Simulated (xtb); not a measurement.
CH10FNSi3, SMILES [Si@@H]([SiH3])(F)[C@@H]([SiH3])N. All values are semi-empirical tight-binding results from xtb (GFN2-xTB unless named), good for trends rather than for accurate numbers. Coordinates come from a GFN2-xTB optimisation. The structure was generated by enumeration; whether it is a known compound was not checked. The values are those of a single conformer.

Optimised geometry:

```xyz
16

N      0.5219    -1.9470     0.1699
C      0.8564    -0.5755    -0.2605
Si     2.6138    -0.0321     0.2756
Si    -0.5853     0.5347     0.3182
F     -0.2478     2.0079    -0.2879
Si    -2.6343    -0.1937    -0.4378
H      0.5931    -2.0151     1.1796
H      1.1831    -2.6126    -0.2183
H      0.8276    -0.5929    -1.3570
H      2.9379     1.2862    -0.2533
H      2.6594    -0.0557     1.7417
H      3.5552    -1.0408    -0.2295
H     -0.4403     0.7999     1.7538
H     -2.6826    -0.3670    -1.8945
H     -3.0111    -1.4734     0.1654
H     -3.7026     0.7581    -0.1065
```
Charge 0, spin multiplicity 1.

A frequency run showed that this geometry is not a minimum.

- orbital gap = 3.82 eV
- dipole moment = 1.96 D
- static polarisability (D4 model) = 109.9 bohr³
- solvation energy, GFN2-xTB/ALPB(water) = -1.4 kcal/mol
- solvation energy, GFN2-xTB/ALPB(benzene) = -3.4 kcal/mol

### Question
Give the atomic charges and the Wiberg bond orders between heavy atoms. (Estimate from the structure and the level; the computed values follow.)

### Answer
charges (e) N1 -0.36, C2 -0.16, Si3 0.45, Si4 0.48, F5 -0.31, Si6 0.38, H7 0.12, H8 0.13, H9 0.00, H10 -0.10, H11 -0.11, H12 -0.11, H13 -0.10, H14 -0.10, H15 -0.11, H16 -0.11. Bond orders N1–C2 1.03, C2–Si3 0.89, C2–Si4 0.87, Si4–F5 1.07, Si4–Si6 0.82.
